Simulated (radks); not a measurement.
Excited configurations of Xe2+: one electron is placed in a higher orbital outside [Kr] 4d10 5s2 5p3. The ground configuration is [Kr] 4d10 5s2 5p4. All-electron calculation, Dirac Kohn-Sham, PBEsol, spin-unpolarised, spherical densities, finite nucleus; open shells fill j = l - 1/2 first; Fermi nuclear charge, rms radius 4.7859 fm. Program: a radial shooting solver on a logarithmic mesh with Libxc functionals. Excitation = E - E(ground); binding = E(ion) - E, where the ion is the core of charge +3; n* = 3/sqrt(2 binding) in atomic units, and the quantum defect is n - n*.

| outer orbital | excitation (eV) | binding (eV) | n* | quantum defect | <r> (bohr) |
|---|---|---|---|---|---|
| 5d3/2 | 14.691 | 16.438 | 2.729 | 2.271 | 2.993 |
| 6s1/2 | 15.457 | 15.672 | 2.795 | 3.205 | 4.050 |
| 6p1/2 | 18.423 | 12.705 | 3.104 | 2.896 | 4.701 |
| 6f5/2 | 26.362 | 4.767 | 5.068 | 0.932 | 11.06 |
| 7s1/2 | 22.533 | 8.596 | 3.774 | 3.226 | 7.348 |
| 7p1/2 | 23.764 | 7.364 | 4.078 | 2.922 | 8.284 |
| 7d3/2 | 25.729 | 5.400 | 4.762 | 2.238 | 10.74 |
| 7f5/2 | 27.707 | 3.422 | 5.982 | 1.018 | 16.37 |

The Delta-SCF ionisation energy is 31.129 eV (NIST Atomic Spectra Database: 31.05 eV, semi-empirical). Self-interaction in the functional shifts the binding energies and quantum defects, so they are the method's values and not measured ones. Spin polarisation and multiplet splitting are left out, so open shells lie too high by an amount that depends on their filling.

Beside tabulated values, note that spin-unpolarised runs miss the spin-polarisation part of the exchange energy of open shells.
